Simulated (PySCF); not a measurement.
Species: `COc1ccsc1CO`. The columns A, B, C and D hold Mulliken, IAO, Hirshfeld and ESP-fitted charges (e) of one PBE0/pcSseg-1 density (PySCF), in a shuffled order. Coordinates in Å (GFN2-xTB); the density's dipole moment is (-0.19, -3.42, -0.10) D.

```json
{"atom": "C1", "x": "-1.774", "y": "-1.576", "z": "0.335", "A": "-0.205", "B": "-0.029", "C": "-0.293", "D": "-0.035"}
{"atom": "O2", "x": "-1.218", "y": "-0.334", "z": "-0.029", "A": "-0.339", "B": "-0.096", "C": "-0.213", "D": "-0.534"}
{"atom": "C3", "x": "0.147", "y": "-0.228", "z": "0.017", "A": "+0.152", "B": "+0.043", "C": "+0.399", "D": "+0.296"}
{"atom": "C4", "x": "1.071", "y": "-1.243", "z": "0.378", "A": "-0.230", "B": "-0.092", "C": "-0.402", "D": "-0.068"}
{"atom": "C5", "x": "2.356", "y": "-0.810", "z": "0.317", "A": "-0.318", "B": "-0.088", "C": "-0.239", "D": "-0.258"}
{"atom": "S6", "x": "2.470", "y": "0.832", "z": "-0.168", "A": "+0.346", "B": "+0.106", "C": "+0.036", "D": "+0.306"}
{"atom": "C7", "x": "0.754", "y": "0.957", "z": "-0.309", "A": "-0.220", "B": "-0.061", "C": "-0.246", "D": "-0.544"}
{"atom": "C8", "x": "0.070", "y": "2.218", "z": "-0.740", "A": "-0.047", "B": "-0.008", "C": "+0.112", "D": "+0.237"}
{"atom": "O9", "x": "-1.036", "y": "2.538", "z": "0.063", "A": "-0.551", "B": "-0.241", "C": "-0.593", "D": "-0.454"}
{"atom": "H10", "x": "-1.518", "y": "-1.841", "z": "1.365", "A": "+0.137", "B": "+0.046", "C": "+0.139", "D": "+0.114"}
{"atom": "H11", "x": "-1.447", "y": "-2.373", "z": "-0.340", "A": "+0.137", "B": "+0.046", "C": "+0.131", "D": "+0.113"}
{"atom": "H12", "x": "-2.853", "y": "-1.453", "z": "0.252", "A": "+0.167", "B": "+0.058", "C": "+0.156", "D": "+0.134"}
{"atom": "H13", "x": "0.798", "y": "-2.242", "z": "0.664", "A": "+0.161", "B": "+0.051", "C": "+0.214", "D": "+0.098"}
{"atom": "H14", "x": "3.248", "y": "-1.365", "z": "0.528", "A": "+0.176", "B": "+0.056", "C": "+0.233", "D": "+0.124"}
{"atom": "H15", "x": "0.761", "y": "3.062", "z": "-0.668", "A": "+0.155", "B": "+0.045", "C": "+0.157", "D": "+0.116"}
{"atom": "H16", "x": "-0.242", "y": "2.118", "z": "-1.795", "A": "+0.130", "B": "+0.032", "C": "+0.031", "D": "+0.117"}
{"atom": "H17", "x": "-1.594", "y": "1.751", "z": "0.118", "A": "+0.349", "B": "+0.133", "C": "+0.378", "D": "+0.237"}
```

Problem. Which column most likely holds the ESP-fitted charges?

Solution. C. Σ q r misses the density's dipole by 0.05 D (C), 1.70 D (B), 2.31 D (D), 2.39 D (A). Charges fitted to the outside potential are the only set here that is tied to the molecule's multipoles.

Problem. And the Hirshfeld charges?

Solution. B. The mean sizes are 0.072 e (B), 0.223 e (D), 0.225 e (A), 0.234 e (C), and Hirshfeld charges are commonly the smallest of these schemes.

As computed, A = IAO, B = Hirshfeld, C = ESP-fitted, D = Mulliken. Hydrogens on carbon: IAO +0.13 to +0.18, Hirshfeld +0.03 to +0.06, ESP-fitted +0.03 to +0.23, Mulliken +0.10 to +0.13 e.

The Mulliken scheme gives each basis function's population to the atom it is centred on and halves the overlap population of two atoms between them. The IAO scheme projects the occupied orbitals on a minimal set of polarised atomic orbitals and counts the electrons in each atom's part of it.

Isolated species at its GFN2-xTB geometry (one conformer only).

The values belong to the conformer `[CH3:1][O:2][c:3]1[cH:4][cH:5][s:6][c:7]1[CH2:8][OH:9]`: C1–O2–C3–C4 1°, S6–C7–C8–O9 -135°, H–O9–C8–C7 -51°.
